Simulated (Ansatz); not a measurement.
Consider the formal hydrolysis of a B–Cl bond: `CS[SiH2]BCl` + H₂O → `CS[SiH2]BO` + HCl.

Gas-phase electronic energies from Ansatz, PBE0-D4/def2-TZVP geometries. CBS: MP2 limit from def2 TZ/QZ plus the TZ coupled-cluster correction, frozen cores. This one scheme is used for every species. Each species was taken in one conformer, which may not be the lowest.

```tsv
species	CCSD(T)/CBS(def2) energy (Eh)
`CS[SiH2]BCl`	-1213.12975
H₂O	-76.37941
`CS[SiH2]BO`	-829.14178
HCl	-460.38127
```

(1) Work out ΔE.

Largest T1 diagnostic among the species: 0.013.

Answers

(1) ΔE = (-829.14178) + (-460.38127) − (-1213.12975) − (-76.37941) = -0.01389 Eh = -8.7 kcal/mol.

In def2-TZVPP, CCSD(T) changes the Hartree–Fock value by +0.9 kcal/mol (the triples alone add +0.2 kcal/mol) and MP2 by +2.0 kcal/mol. The D4 term adds +1.1 kcal/mol with B3LYP and +0.6 kcal/mol with PBE0; it sums over pairs of atoms, weighted by their polarisabilities, and B3LYP, whose exchange is more repulsive, gets the larger term.

B3LYP here is the variant with VWN-RPA as its local correlation; programs differ in this.
